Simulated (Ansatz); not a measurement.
Born–Oppenheimer molecular dynamics of AlFH5NOSi (10 atoms, charge 0, multiplicity 1). It starts from a relaxed structure.

These are results of Ansatz, RKS BHLYP-D4/6-31G, not measurements.

```json
{
 "ensemble": "NVE (velocity Verlet)",
 "time step": "0.5 fs",
 "steps asked": "500",
 "starting velocities drawn for": "200 K",
 "seed": "585054"
}
```

Frames 5 fs apart, positions in Å, forces in eV/Å.

Velocities at 115.0 fs (Å/ps):

```
Al -1.84 1.91 -2.60
N 1.21 -0.12 0.46
H -7.77 -1.69 -0.40
H -2.45 6.45 8.36
F 3.28 -0.93 0.44
O -1.19 -2.95 4.48
Si -1.27 -0.10 -1.44
H 10.42 4.08 -8.65
H 21.28 -6.68 13.49
H 3.25 15.58 11.19
```

```xyz
10
Properties=species:S:1:pos:R:3:forces:R:3 time_fs=115.0 energy_less_start_eV=0.070 T=133
Al -0.034 -0.045 0.242 0.05 -0.23 0.20
N 0.194 0.247 1.961 -1.19 -0.49 -0.01
H -0.444 0.028 2.713 0.19 0.09 -0.50
H 1.019 0.642 2.296 1.26 0.61 0.64
F 1.265 0.238 -0.792 0.13 0.14 -0.11
O -1.437 -0.718 -0.348 -0.16 -0.02 -0.15
Si -2.847 -1.416 -0.897 -0.18 -0.65 -0.25
H -2.558 -2.772 -1.546 -0.13 0.54 0.35
H -3.794 -1.562 0.250 0.04 -0.14 -0.02
H -3.512 -0.554 -1.902 -0.01 0.13 -0.16
10
Properties=species:S:1:pos:R:3:forces:R:3 time_fs=120.0 energy_less_start_eV=0.079 T=124
Al -0.043 -0.036 0.231 0.54 -0.16 0.54
N 0.198 0.246 1.965 1.38 0.81 -0.13
H -0.466 0.028 2.667 -0.39 -0.12 0.37
H 1.039 0.687 2.360 -0.98 -0.56 -0.46
F 1.281 0.234 -0.791 -0.13 0.11 -0.02
O -1.444 -0.733 -0.327 -0.02 0.11 -0.30
Si -2.854 -1.419 -0.905 0.04 0.37 0.31
H -2.526 -2.702 -1.558 -0.12 -0.23 -0.15
H -3.697 -1.614 0.310 -0.27 -0.15 -0.19
H -3.502 -0.468 -1.862 -0.06 -0.17 0.03
10
Properties=species:S:1:pos:R:3:forces:R:3 time_fs=125.0 energy_less_start_eV=0.107 T=97
Al -0.046 -0.029 0.224 0.82 -0.17 0.67
N 0.210 0.252 1.966 -1.22 -0.31 -0.41
H -0.514 0.021 2.636 0.40 0.12 -0.27
H 0.986 0.684 2.394 0.65 0.27 0.25
F 1.296 0.232 -0.789 -0.36 0.07 0.04
O -1.451 -0.746 -0.310 0.15 0.26 -0.31
Si -2.860 -1.419 -0.910 0.10 0.36 0.58
H -2.521 -2.673 -1.600 -0.11 -0.30 -0.29
H -3.659 -1.701 0.325 -0.32 -0.06 -0.32
H -3.508 -0.420 -1.821 -0.12 -0.25 0.07
10
Properties=species:S:1:pos:R:3:forces:R:3 time_fs=130.0 energy_less_start_eV=0.092 T=111
Al -0.043 -0.024 0.223 0.82 -0.27 0.48
N 0.212 0.258 1.962 -0.05 0.26 -0.35
H -0.524 0.024 2.594 -0.10 -0.04 0.30
H 0.988 0.692 2.431 -0.14 -0.17 -0.28
F 1.307 0.230 -0.787 -0.46 0.05 0.05
O -1.456 -0.755 -0.299 0.21 0.33 -0.24
Si -2.865 -1.417 -0.911 0.30 -0.88 0.06
H -2.546 -2.692 -1.696 -0.18 0.60 0.24
H -3.693 -1.802 0.270 -0.20 0.04 -0.14
H -3.542 -0.421 -1.769 -0.19 0.07 -0.13
10
Properties=species:S:1:pos:R:3:forces:R:3 time_fs=135.0 energy_less_start_eV=0.069 T=133
Al -0.032 -0.021 0.226 0.37 -0.45 0.15
N 0.208 0.266 1.952 0.08 0.32 0.33
H -0.527 0.029 2.593 0.09 0.04 0.09
H 0.997 0.681 2.429 -0.37 -0.25 -0.42
F 1.312 0.229 -0.785 -0.38 0.05 -0.01
O -1.458 -0.759 -0.290 0.17 0.28 -0.16
Si -2.868 -1.421 -0.911 -0.36 0.01 0.00
H -2.603 -2.605 -1.756 0.22 -0.13 -0.16
H -3.771 -1.893 0.182 0.08 0.13 0.09
H -3.613 -0.417 -1.738 0.12 0.00 0.10
10
Properties=species:S:1:pos:R:3:forces:R:3 time_fs=140.0 energy_less_start_eV=0.102 T=102
Al -0.019 -0.022 0.230 -0.31 -0.65 -0.11
N 0.200 0.276 1.943 -1.03 -0.32 0.04
H -0.513 0.043 2.613 0.15 0.09 -0.13
H 0.995 0.654 2.376 0.90 0.43 0.42
F 1.312 0.229 -0.783 -0.18 0.08 -0.12
O -1.458 -0.759 -0.284 0.04 0.15 -0.14
Si -2.874 -1.425 -0.911 -0.42 0.30 -0.17
H -2.614 -2.535 -1.846 0.31 -0.24 -0.12
H -3.831 -1.954 0.114 0.32 0.10 0.21
H -3.660 -0.409 -1.690 0.22 0.07 0.12
10
Properties=species:S:1:pos:R:3:forces:R:3 time_fs=145.0 energy_less_start_eV=0.128 T=77
Al -0.007 -0.028 0.234 -0.83 -0.75 -0.25
N 0.187 0.287 1.939 1.68 0.70 0.65
H -0.489 0.070 2.633 -0.26 -0.01 0.30
H 1.061 0.657 2.344 -1.20 -0.44 -0.41
F 1.310 0.230 -0.782 0.01 0.10 -0.21
O -1.457 -0.757 -0.281 -0.10 0.00 -0.17
Si -2.883 -1.427 -0.912 0.48 -0.18 -0.65
H -2.562 -2.507 -1.950 -0.03 0.40 0.55
H -3.821 -1.995 0.095 0.26 -0.06 0.27
H -3.662 -0.381 -1.618 -0.01 0.23 -0.09
10
Properties=species:S:1:pos:R:3:forces:R:3 time_fs=150.0 energy_less_start_eV=0.102 T=102
Al -0.004 -0.042 0.235 -1.03 -0.65 -0.04
N 0.187 0.303 1.943 -1.12 -0.51 -0.04
H -0.484 0.107 2.670 0.18 0.11 -0.39
H 1.028 0.637 2.299 1.32 0.64 0.76
F 1.308 0.232 -0.784 0.05 0.07 -0.18
O -1.457 -0.755 -0.280 -0.12 -0.07 -0.21
Si -2.888 -1.429 -0.918 0.64 0.91 0.18
H -2.509 -2.413 -1.953 -0.05 -0.27 -0.12
H -3.750 -2.045 0.134 0.15 -0.04 0.02
H -3.659 -0.311 -1.558 -0.01 -0.18 0.03
10
Properties=species:S:1:pos:R:3:forces:R:3 time_fs=155.0 energy_less_start_eV=0.088 T=116
Al -0.009 -0.061 0.236 -0.55 -0.30 0.20
N 0.186 0.318 1.950 1.62 0.50 0.25
H -0.480 0.157 2.671 -0.27 -0.03 0.12
H 1.075 0.674 2.331 -1.10 -0.36 -0.40
F 1.307 0.235 -0.788 -0.14 -0.02 -0.03
O -1.459 -0.754 -0.282 -0.08 -0.06 -0.24
Si -2.888 -1.425 -0.923 0.85 0.83 0.57
H -2.471 -2.369 -1.974 -0.18 -0.30 -0.26
H -3.644 -2.104 0.178 -0.01 0.03 -0.21
H -3.663 -0.276 -1.494 -0.15 -0.27 -0.01
10
Properties=species:S:1:pos:R:3:forces:R:3 time_fs=160.0 energy_less_start_eV=0.065 T=137
Al -0.018 -0.082 0.240 0.22 0.16 0.44
N 0.199 0.336 1.958 -0.66 -0.39 -0.54
H -0.506 0.206 2.661 0.02 -0.01 -0.14
H 1.032 0.695 2.344 0.68 0.32 0.26
F 1.303 0.237 -0.792 -0.42 -0.13 0.17
O -1.462 -0.754 -0.287 0.02 0.03 -0.25
Si -2.880 -1.414 -0.924 1.02 -0.37 -0.12
H -2.478 -2.382 -2.039 -0.37 0.40 0.39
H -3.542 -2.160 0.180 -0.23 -0.03 -0.09
H -3.703 -0.297 -1.433 -0.29 0.01 -0.13
10
Properties=species:S:1:pos:R:3:forces:R:3 time_fs=165.0 energy_less_start_eV=0.047 T=155
Al -0.026 -0.102 0.246 0.84 0.54 0.44
N 0.208 0.350 1.960 -0.15 -0.07 -0.24
H -0.536 0.254 2.632 0.24 0.02 -0.07
H 1.042 0.743 2.369 -0.27 -0.15 -0.22
F 1.294 0.238 -0.795 -0.58 -0.24 0.28
O -1.465 -0.753 -0.296 0.27 0.17 -0.16
Si -2.865 -1.406 -0.925 -0.36 -0.13 0.21
H -2.559 -2.326 -2.039 0.07 -0.08 -0.28
H -3.489 -2.220 0.158 -0.18 0.06 -0.03
H -3.798 -0.327 -1.395 0.12 -0.13 0.08
10
Properties=species:S:1:pos:R:3:forces:R:3 time_fs=170.0 energy_less_start_eV=0.077 T=125
Al -0.027 -0.118 0.257 0.94 0.67 0.25
N 0.214 0.362 1.956 0.31 0.09 -0.42
H -0.535 0.300 2.606 -0.23 -0.05 0.41
H 1.038 0.781 2.366 -0.36 -0.27 -0.33
F 1.278 0.236 -0.794 -0.49 -0.26 0.24
O -1.464 -0.750 -0.308 0.49 0.25 -0.02
Si -2.852 -1.399 -0.925 -1.22 -0.58 0.04
H -2.629 -2.277 -2.092 0.28 -0.07 -0.25
H -3.476 -2.264 0.129 0.01 0.11 -0.02
H -3.870 -0.380 -1.342 0.25 0.10 0.11
```

Of the whole run (250 fs, mean temperature of the second half 114 K): The conserved energy stayed within 0.11 meV per atom of its start (net change 0.074 meV per atom), so the integration is sound. Over the second half the temperature averaged 0.57 of the 200 K drawn at the start: a run that starts near a minimum puts about half its kinetic energy into the potential. A run of 0.25 ps of so small a system gives no equilibrium averages. Limits of this set-up: no polarisation functions.

Time of the run: 30 min on 1 thread of Arm Neoverse V1, with other jobs on the host, peak memory 0.14 GiB.
